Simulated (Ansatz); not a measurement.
Program: Ansatz. Geometries: PBE0-D4/def2-TZVP. ΔE: electronic, gas phase. CBS: MP2 limit from def2 TZ/QZ plus the TZ coupled-cluster correction, frozen cores. DFT in def2-TZVPP. B3LYP here is the variant with VWN-RPA as its local correlation; programs differ in this. def2 core potentials past Kr. For Sn outer-core shells are correlated without core-valence functions, which leaves a few kJ/mol of doubt a bond. Each species was taken in one conformer, which may not be the lowest.

Consider the cleavage of the Al–Sn bond: `[CH3][AlH][SnH2][OH]` + `[SiH3]S` → `[CH3][AlH][S][SiH3]` + `[OH][SnH3]`.

Question: Is it downhill or uphill in electronic energy at CCSD(T)/CBS, and by how much? (An estimate is asked.)

Answer: Computed: Downhill: ΔE = -81.9 kJ/mol.

Question: What do these levels give: r2SCAN-D4, ωB97X-V, B2PLYP, PBE, r2SCAN, B3LYP, HF/def2-TZVPP, SCS-MP2/def2-TZVPP, CCSD(T)/def2-TZVPP, MP2/def2-QZVPP, MP2/CBS(def2), CCSD/CBS(def2)? (An estimate is asked.)

Answer: The calculation gave: r2SCAN-D4 -86.3, ωB97X-V -85.2, B2PLYP -81.3, PBE -72.2, r2SCAN -85.4, B3LYP -74.4, HF/def2-TZVPP -85.9, SCS-MP2/def2-TZVPP -87.4, CCSD(T)/def2-TZVPP -85.3, MP2/def2-QZVPP -88.1, MP2/CBS(def2) -86.7, CCSD/CBS(def2) -80.1 kJ/mol.

Largest T1 diagnostic among the species: 0.014.

The D4 term adds −6.4 kJ/mol with B3LYP and −3.3 kJ/mol with PBE0; it sums over pairs of atoms, weighted by their polarisabilities, and B3LYP, whose exchange is more repulsive, gets the larger term. From PBE to PBE0 (25 % exact exchange), in def2-TZVPP and without D4, ΔE moves by −5.1 kJ/mol.
